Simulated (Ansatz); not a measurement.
Geometry optimisation, Ansatz, UKS BLYP/def2-SVP.

Input file:

```yaml
crystal:
  periodic: [false, false, false]
  atoms:
    - { symbol: Al, position_ang: [0.551873, -1.537101, 0.136742] }
    - { symbol: H, position_ang: [1.375835, -0.727822, -0.888313] }
    - { symbol: "N", position_ang: [-0.560892, -2.821152, -0.436151] }
    - { symbol: "N", position_ang: [0.869563, -1.342744, 1.890851] }
    - { symbol: H, position_ang: [0.404231, 0.910814, -1.186859] }
    - { symbol: "N", position_ang: [-0.485724, 1.326687, -0.885734] }
    - { symbol: C, position_ang: [-0.292169, 2.653208, -0.2852] }
    - { symbol: H, position_ang: [-1.191543, -3.382409, 0.141445] }
    - { symbol: H, position_ang: [-0.720487, -3.040537, -1.422509] }
    - { symbol: H, position_ang: [1.467207, -0.614576, 2.289467] }
    - { symbol: H, position_ang: [0.407302, -1.852268, 2.647852] }
    - { symbol: H, position_ang: [-1.081041, 1.384655, -1.723001] }
    - { symbol: H, position_ang: [-1.265151, 3.048813, 0.073164] }
    - { symbol: H, position_ang: [0.365466, 2.566251, 0.604892] }
    - { symbol: H, position_ang: [0.15543, 3.428179, -0.956647] }
magnetization:
  spin_polarized: true
basis:
  gaussian: { orbitals: def2-SVP }
hamiltonian:
  xc: blyp
relax:
  f_tol: 0.03
  max_steps: 50
```

Command:

```bash
$ ansatz run input.yaml --threads 4 --pin off --max-ram 5120MiB --backend cpu --events-out ev --progress --plain --runs-dir out
```

Where does it end, and by what steps?

The run converged. After 21 steps the energy has fallen by 0.751 eV; H13 moved furthest, 1.70 Å. Joined: Al1–N6 (3.21 → 2.11 Å).

```csv
step,energy less start (eV),largest force component (eV/Å),accepted
0,0.0000,0.524,yes
1,-0.0574,0.229,yes
2,-0.0964,0.896,yes
3,-0.1944,0.837,yes
4,-0.3359,0.608,yes
5,-0.4783,0.395,yes
6,-0.5875,0.610,yes
7,-0.6759,0.461,yes
8,-0.7042,0.282,yes
9,-0.7169,0.134,yes
10,-0.7143,0.350,no
11,-0.7239,0.081,yes
12,-0.7297,0.185,yes
13,-0.7352,0.221,yes
14,-0.7413,0.208,yes
15,-0.7463,0.181,yes
16,-0.7491,0.154,yes
17,-0.7505,0.034,yes
18,-0.7493,0.190,no
19,-0.7510,0.031,yes
20,-0.7512,0.034,yes
21,-0.7514,0.025,yes
```

```xyz
15
Properties=species:S:1:pos:R:3
Al 0.573 -1.004 -0.053
H 1.997 -1.129 -0.802
N -0.754 -2.072 -0.738
N 0.402 -0.621 1.740
H 0.388 0.998 -1.756
N -0.102 0.821 -0.866
C -0.146 2.052 -0.027
H -1.576 -2.351 -0.193
H -0.540 -2.834 -1.390
H 1.105 -0.059 2.233
H 0.124 -1.372 2.382
H -1.051 0.507 -1.135
H -0.569 1.781 0.959
H 0.888 2.414 0.135
H -0.739 2.867 -0.491
```

Whether the end is a true minimum wasn't checked by a vibrational analysis.

Time of the run: 85 s on 4 threads of Arm Neoverse N1, on a shared host, peak memory 0.21 GiB.
